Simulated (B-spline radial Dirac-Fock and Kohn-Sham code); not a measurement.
# Anomalous scattering factors of Er, 2.9844 keV to 11.88 keV

Calculated with a B-spline atomic structure program, using the dispersion relation over Dirac-Hartree-Slater subshell photoionisation cross sections, with the Kissel-Pratt high-energy constant (isolated atom, no bound-bound lines or fine structure). The forward scattering factor is f₀ + f′ + i f″.

Input file task.json (cfg lists n, l and occupation; rrms is the nuclear radius in fm):

```json
{"items": [{
  "Z": 68,
  "q": 0,
  "cfg": [[1, 0, 2], [2, 0, 2], [2, 1, 6], [3, 0, 2], [3, 1, 6], [3, 2, 10], [4, 0, 2], [4, 1, 6], [4, 2, 10], [4, 3, 12], [5, 0, 2], [5, 1, 6], [6, 0, 2]],
  "A": 166,
  "rrms": 5.2516,
  "do": "dispersion",
  "hv": [533.2, 565.6, 652.0, 976.2, 1000.0, 1253.6, 1486.9, 1498.0, 1622.0, 1693.0, 1812.0, 2000.0, 2285.0, 2507.0, 2582.0, 2984.4, 3670.0, 3672.0, 4000.0, 4510.9, 5414.7, 6000.0, 6403.9, 6930.3, 8047.8, 9251.7, 11880.0, 12000.0, 13460.0, 13580.0, 15000.0, 17479.3, 19180.0, 19560.0, 20770.0, 22162.9, 23810.0, 24209.8, 24550.0, 27710.0, 30000.0, 34090.0, 40000.0, 41150.0],
  "edges": {"K": 57486.0, "L1": 9751.0, "L2": 9264.0, "L3": 8358.0, "M1": 2206.0, "M2": 2006.0, "M3": 1812.0, "M4": 1453.0, "M5": 1409.0, "N1": 449.8, "N2": 366.2, "N3": 320.2, "N4": 167.6, "N5": 167.6}
}]}
```

Command: `python xray2_run.py task.json out`

Edges near this range: L1 9751.0 eV, L2 9264.0 eV, L3 8358.0 eV, M1 2206.0 eV.

```
hν (eV)  λ (Å)   f′ (e)  f″ (e)  tabulated f′  tabulated f″
 2984.4  4.154   -5.697  18.295         -5.71         17.94
   3670  3.378   -4.281  13.606         -4.34         13.03
   3672  3.376   -4.279  13.595         -4.34         13.02
   4000  3.100   -4.070  11.983         -4.10         11.40
 4510.9  2.749   -4.037  10.006         -4.08          9.44
 5414.7  2.290        ?       ?             ?             ?
   6000  2.066   -4.924   6.458         -4.96          6.12
 6403.9  1.936   -5.344   5.833         -5.41          5.54
 6930.3  1.789   -6.050   5.149         -6.13          4.90
 8047.8  1.541   -9.390   4.054         -9.57          3.92
 9251.7  1.340  -11.336   8.772         -9.97          8.91
  11880  1.044   -1.875   9.408         -1.91          9.21
```

Problem. What are f′ and f″ at Cr Kα (5414.7 eV)?

Solution. f′ = -4.451 and f″ = 7.571 electrons (tables: -4.47 and 7.13). By the optical theorem f″ corresponds to a photoabsorption cross section 2 rₑ λ f″ = 97700 b.

Tabulated f′: xraylib 4.2 anomalous scattering factors (Cullen et al., EPDL97); f″: Chantler's tables (J. Phys. Chem. Ref. Data 1995 and 2000). Both are theoretical tables.
